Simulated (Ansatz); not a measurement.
```yaml
crystal:
  periodic: [false, false, false]
  atoms:
    - {symbol: O, position_ang: [-2.091334, -0.910061, -0.081470]}
    - {symbol: Al, position_ang: [-0.710227, 0.050096, 0.122450]}
    - {symbol: S, position_ang: [1.886497, -0.804694, -0.299198]}
    - {symbol: Al, position_ang: [1.586497, -0.854694, -0.599198]}
    - {symbol: F, position_ang: [2.820804, 0.212885, -0.302949]}
    - {symbol: H, position_ang: [-2.983431, -0.661611, 0.156070]}
    - {symbol: H, position_ang: [0.387043, 2.287789, 0.913623]}
    - {symbol: H, position_ang: [2.015742, -2.227280, -1.265256]}
basis:
  gaussian: {orbitals: aug-cc-pVDZ}
total_charge: 1
magnetization: {spin_polarized: true, initial_magnetization: 1}
hamiltonian: {xc: {name: PBE0}, dispersion: d3bjatm}
```

```sh
$ ansatz run in.yaml --threads 2 --pin off --events-out ev --progress --plain --max-ram 4352MiB
```

Shortened log:

```
Functional definition: PBE0
1609 factors; their error is unknown
mean field evaluation 1: about -27781.6371 eV, gradient 8.4e1 eV
mean field evaluation 2: about -27446.7257 eV, gradient 2.4e2 eV
mean field evaluation 4: about -27812.0289 eV, gradient 3.9e1 eV
mean field evaluation 8: about -27819.2149 eV, gradient 8.0e-1 eV
mean field evaluation 16: about -27819.4777 eV, gradient 9.6e-3 eV
a density is far from that of the atoms, so the factors are made again for it
1553 factors; integrals over basis functions are off by at most 7.3e-4 eV
mean field -27819.47928631 eV, -1022.3470070516 hartree, gradient 2.2e-5 eV, S^2 1.052384; 0 other end points of the search recorded, 0 dependent functions left out
reference -27819.47940326 eV, -1022.3470113493 hartree; 31, 30 occupied and 123, 124 virtual orbitals, 1553 factors
Total energy: -27819.65516592 eV, -1022.3534705082 hartree
```

In this input one atom was put on top of another. The calculation finished and met its thresholds. The result belongs to that input, not to the molecule as meant.
